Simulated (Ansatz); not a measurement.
Geometry optimisation, RKS B3LYP-D4/STO-3G (Ansatz 0.2.0).

Input:

```yaml
crystal:
  periodic: [false, false, false]
  atoms:
    - { symbol: O, position_ang: [2.2818, -0.1794, -0.3346] }
    - { symbol: B, position_ang: [0.7971, 0.018, -0.1178] }
    - { symbol: Si, position_ang: [-1.03549, 0.75061, -0.72618] }
    - { symbol: C, position_ang: [-0.45078, -0.14911, 0.70926] }
    - { symbol: Cl, position_ang: [-0.53362, 0.86469, 2.2263] }
    - { symbol: Cl, position_ang: [-1.14328, -1.79471, 0.86594] }
    - { symbol: H, position_ang: [2.3422, -0.9995, -0.8133] }
    - { symbol: H, position_ang: [-1.33965, -0.06497, -1.94291] }
    - { symbol: H, position_ang: [-0.87775, 2.19104, -0.83349] }
basis:
  gaussian: { orbitals: STO-3G }
hamiltonian:
  xc: b3lyp
  dispersion: d4
relax:
  f_tol: 0.015
  max_steps: 40
```

Launched with:

```bash
$ ansatz run input.yaml --threads 1 --pin off --max-ram 2048MiB --backend cpu --events-out ev --progress --plain --runs-dir out
```

Question: Where does it end, and by what steps?

Answer: The run converged. Limits of this set-up: minimal basis. After 11 steps the energy has fallen by 2.857 eV; H7 moved furthest, 0.66 Å.

```json
{"step": "0", "energy less start (eV)": "0.0000", "largest force component (eV/Å)": "4.694", "accepted": "yes"}
{"step": "1", "energy less start (eV)": "-1.4312", "largest force component (eV/Å)": "2.390", "accepted": "yes"}
{"step": "2", "energy less start (eV)": "-1.9080", "largest force component (eV/Å)": "2.146", "accepted": "yes"}
{"step": "3", "energy less start (eV)": "-2.2238", "largest force component (eV/Å)": "2.889", "accepted": "yes"}
{"step": "4", "energy less start (eV)": "-2.5432", "largest force component (eV/Å)": "3.565", "accepted": "yes"}
{"step": "5", "energy less start (eV)": "-2.7269", "largest force component (eV/Å)": "1.083", "accepted": "yes"}
{"step": "6", "energy less start (eV)": "-2.8294", "largest force component (eV/Å)": "0.993", "accepted": "yes"}
{"step": "7", "energy less start (eV)": "-2.8280", "largest force component (eV/Å)": "0.649", "accepted": "no"}
{"step": "8", "energy less start (eV)": "-2.8536", "largest force component (eV/Å)": "0.172", "accepted": "yes"}
{"step": "9", "energy less start (eV)": "-2.8552", "largest force component (eV/Å)": "0.176", "accepted": "yes"}
{"step": "10", "energy less start (eV)": "-2.8566", "largest force component (eV/Å)": "0.023", "accepted": "yes"}
{"step": "11", "energy less start (eV)": "-2.8567", "largest force component (eV/Å)": "0.014", "accepted": "yes"}
```

```xyz
9
Properties=species:S:1:pos:R:3
O 2.059 -0.609 -0.088
B 0.809 -0.147 -0.206
Si -0.731 0.703 -0.963
C -0.480 -0.149 0.719
Cl -0.400 0.890 2.256
Cl -1.276 -1.799 1.023
H 2.616 -0.412 -0.919
H -1.623 0.025 -1.877
H -0.932 2.134 -0.912
```

Whether the end is a true minimum wasn't checked by a vibrational analysis.

Run time: 39 s on 1 thread of Arm Neoverse V2 (shared host), peak memory 0.23 GiB.
